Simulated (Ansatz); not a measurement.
Calculated with Ansatz (gas phase, PBE0-D4/def2-TZVP geometries, no zero-point term in ΔE). CBS: MP2 limit from def2 TZ/QZ plus the TZ coupled-cluster correction, frozen cores. DFT in def2-TZVPP. B3LYP here is the variant with VWN-RPA as its local correlation; programs differ in this. HSE06 is defined as in plane-wave codes. def2 core potentials past Kr. For In outer-core shells are correlated without core-valence functions, which leaves a few kJ/mol of doubt a bond. Each species was taken in one conformer, which may not be the lowest.

Reaction (cleavage of the P–In bond): `[CH3][InH][PH2]` + `N=C(F)F` → `FC(F)=NP` + `[CH3][InH2]`

`[CH3][InH][PH2]`:

Cartesian coordinates in Å:
```
C -1.231 0.488 -1.082
In 0.661 -0.290 -0.411
P 0.886 -1.113 1.940
H -1.494 0.065 -2.053
H -2.023 0.272 -0.365
H -1.151 1.572 -1.198
H 2.023 -0.460 -1.464
H 2.160 -0.515 2.136
H 0.168 -0.020 2.497
```

`N=C(F)F`:

```xyz
5

N     0.711    0.477   -0.496
C    -0.147   -0.280   -0.029
F    -0.429   -1.446   -0.538
F    -0.919   -0.088    1.024
H     0.785    1.337    0.038
```

`FC(F)=NP`:

```xyz
7

F     0.973    1.516    0.267
C    -0.216    1.018    0.555
F    -0.949    1.979    1.058
N    -0.608   -0.136    0.393
P     0.344   -1.464   -0.114
H     1.086   -0.883   -1.184
H    -0.628   -2.029   -0.976
```

`[CH3][InH2]`:

Cartesian coordinates in Å:
```
C -0.196 -0.665 -0.733
In 0.202 0.762 0.829
H -0.792 -0.227 -1.534
H 0.752 -1.006 -1.157
H -0.713 -1.539 -0.334
H 0.024 2.460 0.544
H 0.723 0.216 2.387
```

| level | ΔE (kJ/mol) | difference from CCSD(T)/CBS |
| --- | --- | --- |
| LDA (SPW92) | 80.9 | -9.8 |
| BLYP-D4 | 78.1 | -12.6 |
| B97M-V | 79.3 | -11.4 |
| PBE0-D4 | 88.2 | -2.5 |
| HSE06-D4 | 88.6 | -2.1 |
| PBE | 88.0 | -2.7 |
| revPBE | 89.6 | -1.1 |
| B3LYP | 80.7 | -10.0 |
| r2SCAN0 | 87.3 | -3.4 |
| RPA@PBE/def2-TZVPP | 83.6 | -7.1 |
| HF/def2-SVP | 83.7 | -7.0 |
| CCSD/def2-SVP | 90.4 | -0.3 |
| MP2/def2-TZVPP | 90.6 | -0.1 |
| CCSD(T)/def2-TZVPP | 88.4 | -2.3 |
| SCS-MP2/def2-QZVPP | 85.1 | -5.6 |
| CCSD/CBS(def2) | 89.3 | -1.4 |
| CCSD(T)/CBS | 90.7 | 0 |

Largest T1 diagnostic among the species: 0.014.

In def2-TZVPP, CCSD(T) changes the Hartree–Fock value by +12.8 kJ/mol (the triples alone add +1.4 kJ/mol) and MP2 by +15.0 kJ/mol. Leaving LDA and LC-ωPBE aside and taking each functional with its dispersion term where it has one, the values, not all of them listed here, spread over 14.7 kJ/mol, from CAM-B3LYP-D4 to PBE-QIDH. LDA lies −7.0 kJ/mol from PBE without D4.
